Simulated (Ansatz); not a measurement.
Consider the ligand exchange at the Al–S bond: `C[S][AlH][GeH3]` + HCl → `[Cl][AlH][GeH3]` + CH₃SH.

Computed with Ansatz on PBE0-D4/def2-TZVP structures; ΔE is electronic, products minus reactants. CCSD(T)/CBS is the MP2 limit (def2-TZVPP, def2-QZVPP) plus CCSD(T) − MP2 in def2-TZVPP, frozen cores. This one scheme is used for every species. DFT in def2-TZVPP. B3LYP here is the variant with VWN-RPA as its local correlation; programs differ in this. For Ge outer-core shells are correlated without core-valence functions, which leaves a few kJ/mol of doubt a bond. Scalar relativity is left out up to krypton. One conformer a species, not always the lowest.

`C[S][AlH][GeH3]`:

Z-matrix (Å, degrees):
```
C
S 1 1.820
H 1 1.089 2 109.4
H 1 1.089 2 107.9 3 118.6
H 1 1.089 2 112.0 3 -121.6
Al 2 2.170 1 104.8 3 102.9
Ge 6 2.476 2 120.3 1 1.2
H 6 1.583 2 115.0 1 -178.5
H 7 1.542 6 112.8 2 38.0
H 7 1.542 6 111.3 2 -81.4
H 7 1.540 6 112.2 2 158.9
```

HCl:

```xyz
2

Cl    0.497   -0.155    0.371
H    -0.497    0.155   -0.371
```

`[Cl][AlH][GeH3]`:

Z-matrix (Å, degrees):
```
Ge
Al 1 2.467
H 1 1.540 2 112.3
H 1 1.540 2 111.0 3 120.5
H 1 1.540 2 111.0 3 -120.5
Cl 2 2.102 1 116.8 3 179.7
H 2 1.580 1 126.7 3 -0.3
```

CH₃SH:

Z-matrix (Å, degrees):
```
C
S 1 1.806
H 1 1.089 2 111.5
H 1 1.089 2 111.5 3 -123.8
H 1 1.090 2 106.2 3 118.1
H 2 1.342 1 97.1 3 61.9
```

```json
{"level": "r2SCAN-D4", "ΔE (kcal/mol)": "-12.0", "difference from CCSD(T)/CBS": "0.0"}
{"level": "ωB97M-V", "ΔE (kcal/mol)": "-12.8", "difference from CCSD(T)/CBS": "-0.8"}
{"level": "r2SCAN", "ΔE (kcal/mol)": "-12.4", "difference from CCSD(T)/CBS": "-0.4"}
{"level": "B3LYP", "ΔE (kcal/mol)": "-14.0", "difference from CCSD(T)/CBS": "-2.0"}
{"level": "HF/def2-TZVPP", "ΔE (kcal/mol)": "-17.1", "difference from CCSD(T)/CBS": "-5.1"}
{"level": "SCS-MP2/def2-TZVPP", "ΔE (kcal/mol)": "-12.8", "difference from CCSD(T)/CBS": "-0.8"}
{"level": "HF/def2-QZVPP", "ΔE (kcal/mol)": "-17.3", "difference from CCSD(T)/CBS": "-5.3"}
{"level": "MP2/def2-QZVPP", "ΔE (kcal/mol)": "-12.0", "difference from CCSD(T)/CBS": "0.0"}
{"level": "SCS-MP2/def2-QZVPP", "ΔE (kcal/mol)": "-12.9", "difference from CCSD(T)/CBS": "-0.9"}
{"level": "MP2/CBS(def2)", "ΔE (kcal/mol)": "-12.0", "difference from CCSD(T)/CBS": "0.0"}
{"level": "CCSD(T)/CBS", "ΔE (kcal/mol)": "-12.0", "difference from CCSD(T)/CBS": "0"}
```

Largest T1 diagnostic among the species: 0.012.

In def2-TZVPP, CCSD(T) changes the Hartree–Fock value by +5.3 kcal/mol (the triples alone add +1.0 kcal/mol) and MP2 by +5.2 kcal/mol. The D4 term adds +1.8 kcal/mol with B3LYP and +1.0 kcal/mol with PBE0; it sums over pairs of atoms, weighted by their polarisabilities, and B3LYP, whose exchange is more repulsive, gets the larger term. From PBE to PBE0 (25 % exact exchange), in def2-TZVPP and without D4, ΔE moves by −0.9 kcal/mol.
